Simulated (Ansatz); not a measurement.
Geometry optimisation, RKS PBE-D4/def2-SVP (Ansatz 0.2.0).

Input file:

```yaml
crystal:
  periodic: [false, false, false]
  atoms:
    - { symbol: O, position_ang: [-0.6171, 1.2795, 1.1179] }
    - { symbol: C, position_ang: [-0.7199, 0.3774, 0.1247] }
    - { symbol: C, position_ang: [-1.64943, -0.55053, 0.02952] }
    - { symbol: F, position_ang: [-2.72979, -0.5644, 0.97189] }
    - { symbol: Si, position_ang: [-1.49529, 0.4782, -1.46848] }
    - { symbol: H, position_ang: [-0.1791, 2.1047, 0.7398] }
    - { symbol: H, position_ang: [-2.72596, 1.34496, -1.64213] }
    - { symbol: H, position_ang: [-1.03063, -0.34456, -2.56445] }
basis:
  gaussian: { orbitals: def2-SVP }
hamiltonian:
  xc: pbe
  dispersion: d4
relax:
  f_tol: 0.015
  max_steps: 40
```

Launched with:

```bash
$ ansatz run input.yaml --threads 1 --pin off --max-ram 2048MiB --backend cpu --events-out ev --progress --plain --runs-dir out
```

**Question.** Where does it end, and by what steps?

**Answer.** The run converged. After 6 steps the energy has fallen by 1.522 eV; F4 moved furthest, 0.62 Å.

```
step  energy less start (eV)  largest force component (eV/Å)  accepted
   0                  0.0000                           3.332       yes
   1                 -0.7457                           1.926       yes
   2                 -1.1779                           0.868       yes
   3                 -1.4694                           0.611       yes
   4                 -1.5157                           0.462       yes
   5                 -1.5219                           0.085       yes
   6                 -1.5223                           0.012       yes
```

```xyz
8
Properties=species:S:1:pos:R:3
O -0.347 1.340 1.185
C -1.093 0.714 0.257
C -1.986 -0.296 0.201
F -2.556 -1.158 1.044
Si -1.732 0.408 -1.467
H 0.170 2.037 0.741
H -2.717 1.338 -2.127
H -0.887 -0.257 -2.524
```

Whether the end is a true minimum wasn't checked by a vibrational analysis.

Run time: 19 s on 1 thread of Arm Neoverse V2, on a shared host, peak memory 0.14 GiB.
